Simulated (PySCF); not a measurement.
## Vertical excitation energies

Compound: C₆H₅BrO₃.
SMILES: `C(=O)(Br)c1occc1OC`

Computed, not measured: TDDFT B3LYP/def2-SVPD, vertical, gas phase, core orbitals frozen in the response in PySCF. Isolated species at its PBE0-D3(BJ)/def2-SVP geometry (one conformer only). Relativistic effects, spin–orbit coupling among them, are left out although an element past zinc is present. Torsions of this conformer, `[CH3:1][O:2][c:3]1[cH:4][cH:5][o:6][c:7]1[C:8](=[O:9])[Br:10]`: C1–O2–C3–C4 0°, O6–C7–C8–O9 -179°.

Q: What does the calculation give for the low-lying excited states?

A: 

```json
{"state": "S1", "λ (nm)": "288.9", "E (eV)": "4.29", "f": "0.0001", "|μ| (D)": "0.07", "symmetry": "–", "main configurations (H = HOMO, L = LUMO)": "H-1→L (84%), H-3→L (14%)"}
{"state": "S2", "λ (nm)": "268.6", "E (eV)": "4.62", "f": "0.380", "|μ| (D)": "4.66", "symmetry": "A′", "main configurations (H = HOMO, L = LUMO)": "H→L (92%)"}
{"state": "S3", "λ (nm)": "257.6", "E (eV)": "4.81", "f": "0.0003", "|μ| (D)": "0.13", "symmetry": "–", "main configurations (H = HOMO, L = LUMO)": "H-3→L (84%), H-1→L (15%)"}
{"state": "S4", "λ (nm)": "245.3", "E (eV)": "5.06", "f": "0.0072", "|μ| (D)": "0.61", "symmetry": "A′", "main configurations (H = HOMO, L = LUMO)": "H-2→L (90%)"}
{"state": "S5", "λ (nm)": "227.4", "E (eV)": "5.45", "f": "0.108", "|μ| (D)": "2.29", "symmetry": "A′", "main configurations (H = HOMO, L = LUMO)": "H-4→L (84%), H→L+2 (9%)"}
{"state": "S6", "λ (nm)": "218.7", "E (eV)": "5.67", "f": "0.0002", "|μ| (D)": "0.10", "symmetry": "–", "main configurations (H = HOMO, L = LUMO)": "H→L+1 (98%)"}
{"state": "S7", "λ (nm)": "200.0", "E (eV)": "6.20", "f": "0.020", "|μ| (D)": "0.93", "symmetry": "A′", "main configurations (H = HOMO, L = LUMO)": "H-1→L+1 (78%), H-3→L+1 (16%)"}
{"state": "S8", "λ (nm)": "199.3", "E (eV)": "6.22", "f": "0.0015", "|μ| (D)": "0.26", "symmetry": "–", "main configurations (H = HOMO, L = LUMO)": "H→L+3 (96%)"}
{"state": "S9", "λ (nm)": "194.5", "E (eV)": "6.38", "f": "0.0013", "|μ| (D)": "0.23", "symmetry": "–", "main configurations (H = HOMO, L = LUMO)": "H-2→L+1 (91%)"}
{"state": "S10", "λ (nm)": "193.9", "E (eV)": "6.39", "f": "0.083", "|μ| (D)": "1.86", "symmetry": "A′", "main configurations (H = HOMO, L = LUMO)": "H→L+2 (86%)"}
```

Triplets, Tamm–Dancoff:

```
state  E (eV)  λ (nm)  main configurations (H = HOMO, L = LUMO)
   T1    3.07   403.9                                 H→L (96%)
   T2    3.99   310.4                  H-1→L (68%), H-3→L (27%)
   T3    4.40   281.9                  H-4→L (55%), H-2→L (35%)
   T4    4.62   268.4                  H-2→L (59%), H-4→L (35%)
```

The lowest singlet comes at 289 nm (414 kJ/mol) in the ultraviolet; it is dark (f under 0.0005); its leading configuration is HOMO-1→LUMO (84%). The most intense listed level is S2 at 4.62 eV (269 nm, f = 0.380), 0.32 eV above S1. Löwdin shares by element: HOMO carbon 52% or more, oxygen 15% or more (atoms not listed hold the other 33%); LUMO carbon 48% or more, oxygen 18% or more (atoms not listed hold the other 34%). The listed states span 2.10 eV, and the widest gap between neighbours is 0.53 eV (S6 to S7). Weighted by f, the mean energy of these states is 5.08 eV. Orbital energies (eV): HOMO-3 -8.04, HOMO-2 -7.89, HOMO-1 -7.57, HOMO -6.95, LUMO -2.10, LUMO+1 -0.28, LUMO+2 0.02. The vertical ionisation energy (ΔSCF) is 8.86 eV, 2.46 eV above S10. Symmetry labels in Cs follow from the direction of the transition dipole and are given only for states with f of 0.002 or more. Singlets were solved by full linear response, triplets in the Tamm–Dancoff approximation.

Time: 15 min wall. Hardware: an Arm Neoverse N1 with one thread, on a shared host.
